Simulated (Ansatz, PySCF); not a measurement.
Gas-phase reaction in SMILES: CC1=C(F)CO1 [3-fluoro-4-methyl-2H-oxete] -> O=C[C@@H]1C[C@H]1F
Structures are relaxed separately at B3LYP-D3(BJ)/def2-TZVP in Ansatz (a first-principles code), one conformer each, not searched for the lowest.

Property: isomerisation energy (enthalpy at 298 K, with B3LYP-D3(BJ) rigid-rotor harmonic-oscillator terms from PySCF), in kcal/mol. Valence correlation only, unless marked. Spin-orbit coupling is left out. Non-relativistic. Basis-set limits of correlation are two-point, X^-3; Hartree-Fock from the larger set. The bracket is a focal-point correction in the basis named.

```json
[
 {"level": "HF/6-31G*", "program": "Ansatz", "isomerisation energy (kcal/mol)": "-23.3"},
 {"level": "HF-D4/def2-TZVPD", "program": "PySCF + dftd4", "isomerisation energy (kcal/mol)": "-22.6"}
]
```

Q: Predict the RI-MP2/CBS(cc-pVTZ,cc-pVQZ)+[CCSD(T)-MP2]/cc-pVTZ result (Ansatz).

A: -17.5 kcal/mol, so HF-D4/def2-TZVPD differs from it by -5.1 kcal/mol.
